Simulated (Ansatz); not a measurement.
A nudged elastic band was laid between two geometries of CH$_{9}$GaOSi (13 atoms, charge 0, multiplicity 1).

Theory: RKS PBE0-D4/def2-SVP in Ansatz 0.2.0.

```json
{"movable images": "5", "climbing image": "yes", "spring": "5.0 eV/Å²", "optimiser": "quadratic models (default)", "start path": "through a guess of the saddle point", "force threshold": "0.03 eV/Å", "iteration limit": "60", "end points": "relaxed"}
```

Image 0:

```xyz
13
Properties=species:S:1:pos:R:3
Ga -1.002 -0.679 -0.163
Si 0.514 -2.302 0.794
H -1.332 -0.676 -1.706
H -2.040 0.016 0.815
H 0.903 0.999 0.621
O 0.433 0.912 -0.218
C 0.045 2.186 -0.711
H 1.432 -1.617 1.775
H -0.180 -3.382 1.569
H 1.409 -2.979 -0.200
H 0.928 2.825 -0.862
H -0.441 2.015 -1.680
H -0.670 2.682 -0.035
```

Image 6:

```xyz
13
Properties=species:S:1:pos:R:3
Ga -1.506 0.142 0.154
Si 0.976 -2.042 0.868
H -1.284 -0.814 -1.075
H -2.416 -0.044 1.402
H 0.278 -0.760 1.248
O -0.757 1.761 0.021
C 0.094 2.168 -1.002
H 1.923 -2.375 1.970
H -0.051 -3.112 0.718
H 1.708 -1.824 -0.412
H 1.118 2.340 -0.621
H 0.172 1.438 -1.833
H -0.255 3.123 -1.437
```

Question: What changes between the two ends?

Answer: Bonds broken: Ga1–Si2, H5–O6. Bonds formed: Si2–H5. CH9GaOSi becomes CH5GaO + H4Si.

Question: Give the energies along the band, and the barrier.

Answer: The forces met the threshold. The highest image is number 3 of 0 to 6, 127.7 kJ/mol above the first end and 101.2 kJ/mol above the last; the last end lies 26.5 kJ/mol above the first. Neighbouring images differ by up to 1.3 eV, so the band resolves the path poorly. A vibrational analysis at the climbing image gives one clearly imaginary mode, 1268i cm⁻¹: a first-order saddle point. The orbitals stay closed-shell, which can raise the energy where a bond breaks towards radicals; this wasn't checked here.

```
image  path coordinate (Å)  energy (kJ/mol)  Ga1–Si2 (Å)  H5–O6 (Å)  Si2–H5 (Å)
    0                 0.00              0.0         2.42       0.97        3.33
    1                 1.55              1.2         2.41       0.96        3.65
    2                 3.10              2.7         2.42       0.97        3.06
    3                 4.65            127.7         2.71       1.34        1.81
    4                 5.62             36.4         3.20       2.31        1.51
    5                 6.60             28.2         3.39       2.76        1.50
    6                 7.57             26.5         3.38       2.99        1.51
```

Question: What is the geometry of the highest image?

Answer: 
```xyz
13
Properties=species:S:1:pos:R:3
Ga -1.439 -0.276 0.092
Si 0.786 -1.725 0.620
H -1.680 -0.489 -1.436
H -2.340 -0.548 1.332
H 0.365 0.031 0.566
O -0.234 1.217 0.414
C 0.280 1.955 -0.663
H 1.287 -1.961 2.008
H -0.209 -2.816 0.321
H 1.906 -1.890 -0.359
H 0.987 2.714 -0.292
H 0.817 1.313 -1.390
H -0.525 2.475 -1.211
```

The band took 40 iterations and about 40 core-minutes.

The run took 11 min on 4 threads of Arm Neoverse N1 (shared host), peak memory 0.34 GiB.
